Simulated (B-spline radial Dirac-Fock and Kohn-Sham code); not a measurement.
# Ionisation of each subshell: Sn⁹⁺

System: tin as Sn⁹⁺, 1s2 2s2 2p6 3s2 3p6 3d10 4s2 4p6 4d5; nuclear rms radius 4.6519 fm (A = 120).

Model: relaxed Dirac-Fock hole states (ΔSCF) with Breit and QED corrections and a finite nucleus. Program: a radial atomic solver. Correlation and solid-state effects are left out. Energies are counted from the vacuum level.

All terms are in eV, carry their sign (relaxation lowers the binding energy) and add up to the binding energy; ⟨r⟩ is the mean radius of the orbital in the initial state.

```tsv
subshell	−ε (Koopmans)	relaxation	Gaunt	retardation	QED	binding energy	⟨r⟩ (bohr)
K	29537.8	-58.33	-69.29	5.52	-32.29	29383.4	0.029
L1	4694.1	-28.13	-6.27	0.36	-3.99	4656.1	0.125
L2	4383.1	-31.49	-11.22	1.25	0.31	4342.0	0.106
L3	4151.4	-30.35	-8.05	1.47	-0.13	4114.4	0.111
M1	1078.1	-9.07	-0.89	0.03	-0.80	1067.4	0.337
M2	950.7	-9.51	-1.71	0.18	0.06	939.8	0.328
M3	907.0	-9.08	-1.12	0.23	-0.02	897.0	0.339
M4	684.2	-10.57	-0.49	0.03	0.08	673.3	0.311
M5	675.3	-10.37	-0.24	0.03	0.05	664.8	0.314
N1	311.8	-1.55	-0.17	0.01	-0.17	309.9	0.793
N2	264.4	-1.46	-0.31	0.03	0.01	262.7	0.826
N3	255.6	-1.36	-0.19	0.04	0.00	254.1	0.848
N4,5	183.0	-1.07	-0.02	0.00	0.01	182.0	0.940
```

For the deepest level, K (1s), the Breit terms make up -0.217 % of the binding energy, QED -0.110 % and orbital relaxation -0.199 %.

Going to the tabulated ground configuration of the next ion removes an electron from N4,5 (4d), computed at 182.0 eV. NIST lists 184 ± 2.2 eV as the ionisation energy of this species (theoretical), +2.03 eV from the computed value, within the stated uncertainty.
